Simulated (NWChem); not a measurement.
All runs are NWChem calculations. System: H₄OPbSi, charge 0, spin multiplicity 1, at a geometry optimised with B3LYP/def2-SVP with def2 effective core potentials on Pb. The structure started from a generated list of species. Level: G0W0@PBE/def2-SVP with def2 effective core potentials on Pb, RI basis def2-svp-rifit, no spin-orbit coupling.

Input file:

```
start mol
memory heap 200 mb stack 700 mb global 1700 mb
geometry units angstroms nocenter noautoz noautosym
  Pb    -0.001927    -0.302584     0.383148
  O      1.417868    -1.046620    -1.010166
  H      1.509750    -0.488003    -1.796228
  Si    -0.719251     1.904451    -1.207994
  H     -0.956509     3.164396    -0.428445
  H     -1.990941     1.626676    -1.957603
  H      0.322312     2.219490    -2.242584
end
basis spherical
  * library def2-svp
end
ecp
  Pb library def2-ecp
end
basis "ri basis" bse spherical
  * library def2-svp-rifit
end
dft
  xc xpbe96 cpbe96
  iterations 100
  direct
  tolerances tight
end
task dft energy
gw
  states alpha occ 4 vir 2
end
task dft gw
```

NWChem printed:

```
             Northwest Computational Chemistry Package (NWChem) 7.3.0
             --------------------------------------------------------

                                NWChem Input Module
                                -------------------

 Scaling coordinates for geometry "geometry" by  1.889725989
 (inverse scale =  0.529177249)

                             Geometry "geometry" -> ""
                             -------------------------

 Output coordinates in angstroms (scale by  1.889725989 to convert to a.u.)

  No.       Tag          Charge          X              Y              Z
 ---- ---------------- ---------- -------------- -------------- --------------
    1 Pb                  82.0000    -0.00192700    -0.30258400     0.38314800
    2 O                    8.0000     1.41786800    -1.04662000    -1.01016600
    3 H                    1.0000     1.50975000    -0.48800300    -1.79622800
    4 Si                  14.0000    -0.71925100     1.90445100    -1.20799400
    5 H                    1.0000    -0.95650900     3.16439600    -0.42844500
    6 H                    1.0000    -1.99094100     1.62667600    -1.95760300
    7 H                    1.0000     0.32231200     2.21949000    -2.24258400

 Effective nuclear repulsion energy (a.u.)     472.9827777721

            Nuclear Dipole moment (a.u.)
            ----------------------------
        X                 Y               Z
 ---------------- ---------------- ----------------
     0.0000529123     0.0000472431     0.0000604712


 Summary of "ao basis" -> "" (spherical)
 ------------------------------------------------------------------------------
       Tag                 Description            Shells   Functions and Types
 ---------------- ------------------------------  ------  ---------------------
 *                          def2-svp                  on all atoms

 Summary of "ri basis" -> "" (spherical)
 ------------------------------------------------------------------------------
       Tag                 Description            Shells   Functions and Types
 ---------------- ------------------------------  ------  ---------------------
 *                       def2-svp-rifit               on all atoms

  pbe96 is a nonlocal functional; adding pw91lda local functional.

                                 NWChem DFT Module
                                 -----------------

 Summary of "ao basis" -> "ao basis" (spherical)
 ------------------------------------------------------------------------------
       Tag                 Description            Shells   Functions and Types
 ---------------- ------------------------------  ------  ---------------------
 Pb                         def2-svp                10       26   4s4p2d
 O                          def2-svp                 6       14   3s2p1d
 H                          def2-svp                 3        5   2s1p
 Si                         def2-svp                 8       18   4s3p1d

 Summary of "ao basis" -> "ao basis" (spherical)
 ------------------------------------------------------------------------------
       Tag                 Description            Shells   Functions and Types
 ---------------- ------------------------------  ------  ---------------------
 Pb                         def2-svp                10       26   4s4p2d
 O                          def2-svp                 6       14   3s2p1d
 H                          def2-svp                 3        5   2s1p
 Si                         def2-svp                 8       18   4s3p1d
[...]
    12      0.283912  1 Pb py                57     -0.256673  4 Si py
     3     -0.241062  1 Pb s                 13     -0.239877  1 Pb pz
    54     -0.227300  4 Si py                58      0.210881  4 Si pz
    48      0.186361  4 Si s                 55      0.171229  4 Si pz
     4     -0.160472  1 Pb s                 49      0.160089  4 Si s

 Vector   25  Occ=0.000000D+00  E=-1.206127D-01
              MO Center=  4.9D-02, -2.3D-01,  2.1D-01, r^2= 3.9D+00
   Bfn.  Coefficient  Atom+Function         Bfn.  Coefficient  Atom+Function
  ----- ------------  ---------------      ----- ------------  ---------------
    11      0.402564  1 Pb px                14      0.372614  1 Pb px
    12      0.301532  1 Pb py                15      0.280346  1 Pb py
    13      0.250308  1 Pb pz                16      0.227437  1 Pb pz
    30     -0.174198  2 O  px                33     -0.151063  2 O  px
     8     -0.134235  1 Pb px                70      0.134753  6 H  s

 Vector   26  Occ=0.000000D+00  E=-4.851876D-02
              MO Center=  3.5D-02, -3.2D-02, -3.2D-02, r^2= 5.3D+00
   Bfn.  Coefficient  Atom+Function         Bfn.  Coefficient  Atom+Function
  ----- ------------  ---------------      ----- ------------  ---------------
    14      0.479102  1 Pb px                29     -0.423234  2 O  s
    15     -0.393117  1 Pb py                75     -0.307470  7 H  s
    16     -0.295355  1 Pb pz                11      0.256214  1 Pb px
    56      0.237558  4 Si px                65      0.211791  5 H  s
    12     -0.202833  1 Pb py                57     -0.195217  4 Si py

 Vector   27  Occ=0.000000D+00  E=-1.997809D-02
              MO Center= -2.2D-01,  2.0D-01,  1.2D-01, r^2= 6.5D+00
   Bfn.  Coefficient  Atom+Function         Bfn.  Coefficient  Atom+Function
  ----- ------------  ---------------      ----- ------------  ---------------
    49      0.802108  4 Si s                 16      0.708166  1 Pb pz
    15     -0.649802  1 Pb py                57     -0.540269  4 Si py
    58      0.440856  4 Si pz                 3     -0.360685  1 Pb s
     4     -0.360608  1 Pb s                 12     -0.316474  1 Pb py
    48      0.314105  4 Si s                 13      0.261274  1 Pb pz

 center of mass
 --------------
 x =   0.00761376 y =  -0.14629330 z =   0.17169229

 moments of inertia (a.u.)
 ------------------
         901.319771052685         243.521626493261          -7.251919316442
         243.521626493261         542.361796659345         280.227749330191
          -7.251919316442         280.227749330191         744.232039436954

     Multipole analysis of the density
     ---------------------------------

     L   x y z        total         alpha         beta         nuclear
     -   - - -        -----         -----         ----         -------
     0   0 0 0      0.000000    -24.000000    -24.000000     48.000000

     1   1 0 0     -0.235825     -0.227184     -0.227184      0.218543
     1   0 1 0     -0.079236    -17.193667    -17.193667     34.308098
     1   0 0 1      0.532987     21.987805     21.987805    -43.442624

     2   2 0 0    -37.308455    -73.268965    -73.268965    109.229475
     2   1 1 0      3.668288     68.474853     68.474853   -133.281418
     2   1 0 1     -0.453405     -3.015756     -3.015756      5.578108
     2   0 2 0    -40.769801   -162.117574   -162.117574    283.465347
     2   0 1 1      1.345017     63.061461     63.061461   -124.777906
     2   0 0 2    -35.898401    -96.680493    -96.680493    157.462585

 Task  times  cpu:        5.2s     wall:        5.2s

                                NWChem Input Module
                                -------------------

                                 NWChem GW Module
                                 ----------------

                             ***********************
                             ***        GW       ***
                             ***********************

 Summary of "ri basis" -> "ri basis" (spherical)
 ------------------------------------------------------------------------------
       Tag                 Description            Shells   Functions and Types
 ---------------- ------------------------------  ------  ---------------------
 Pb                      def2-svp-rifit             31      121   9s8p7d5f2g
 O                       def2-svp-rifit             16       48   6s5p4d1f
 H                       def2-svp-rifit              6       14   3s2p1d
 Si                      def2-svp-rifit             20       62   8s5p5d2f

                 Memory Information
                 ------------------
          Available GA per process is          1700.0 MBs
          Available stack per process is        700.0 MBs
          Available heap per process is           0.0 MBs

          Peak memory in Initialization
              Peak GA per process is                  5.0 MBs
              Peak stack per process is               0.0 MBs
              Peak heap per process is                5.3 MBs
              Memory not in MA per process            0.0 MBs

          Peak memory in AFF Calculation
              Peak GA per process is                 20.0 MBs
              Peak stack per process is              12.8 MBs
              Peak heap per process is                0.0 MBs
              Memory not in MA per process           12.8 MBs

          Computing 2-center integrals
          Computing Inverse Cholesky factor
          Computing 3-center integrals
          Computing V_xc ...

          Computing Sigma_x
          Computing RPA polarizability
          Solving quasiparticle equations

                  Alpha Orbitals
          State     Energy (eV)     Error (eV)
          -----------------------------------
@GW        21        -10.720           0.002
@GW        22         -8.788           0.005
@GW        23         -8.397           0.004
@GW        24         -7.515           0.005
@GW        25         -0.470           0.002
@GW        26          1.479           0.002

   Applying  -2.1271 eV scissor-shift to rest of particle states

   Applying   2.8116 eV scissor-shift to rest of hole states

     GW Timing Statistics
   ------------------------
   Init.   :          0.0s
     ERIs  :          0.2s
     Distr.:          0.0s
     Vxc   :          0.2s
   Sigma_x :          0.0s
   RPA     :          0.3s
   Wmn     :          0.0s
   Sigma_c :          0.0s
   GW total:          0.8s

 Task  times  cpu:        0.8s     wall:        0.8s

 Total times  cpu:        6.0s     wall:        6.0s
```
